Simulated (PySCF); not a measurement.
CH₂FNO₂Si, SMILES N#CO[Si@@H](O)F.

Coordinates come from a B3LYP-D3(BJ)/def2-SVP optimisation. The structure was generated by enumeration; whether it is a known compound was not checked. Other conformers were not sampled.

Computed with TDDFT-PBE/def2-SVPD in PySCF 2.14.0.

Vertical excitations. Gas-phase values at a fixed geometry.

Computed lowest excited states:
```csv
state,energy (eV),λ (nm),f,main pairs
S1,6.34,196,0.003,HOMO→LUMO 99 %
S2,6.57,189,0.002,HOMO−1→LUMO 99 %
S3,6.83,182,0.004,HOMO→LUMO+1 99 %
S4,7.06,176,0.004,"HOMO−1→LUMO+1 83 %, HOMO→LUMO+2 15 %"
S5,7.14,174,0.024,"HOMO→LUMO+2 80 %, HOMO−1→LUMO+1 16 %"
S6,7.30,170,0.003,HOMO−1→LUMO+2 94 %
S7,7.34,169,0.007,HOMO−2→LUMO 96 %
S8,7.72,161,0.003,HOMO→LUMO+3 96 %
S9,7.79,159,0.013,HOMO−2→LUMO+1 98 %
S10,8.08,153,0.013,"HOMO−1→LUMO+3 62 %, HOMO→LUMO+4 27 %"
T1,6.25,198,0,HOMO→LUMO 97 %
T2,6.48,191,0,HOMO−1→LUMO 90 %
T3,6.58,188,0,"HOMO→LUMO+2 29 %, HOMO→LUMO+1 18 %, HOMO−1→LUMO+3 14 %, HOMO→LUMO+4 12 %"
T4,6.62,187,0,HOMO→LUMO+1 78 %
```
Triplets are in the Tamm–Dancoff approximation, which puts them higher than full response would, so one can lie above its singlet here.
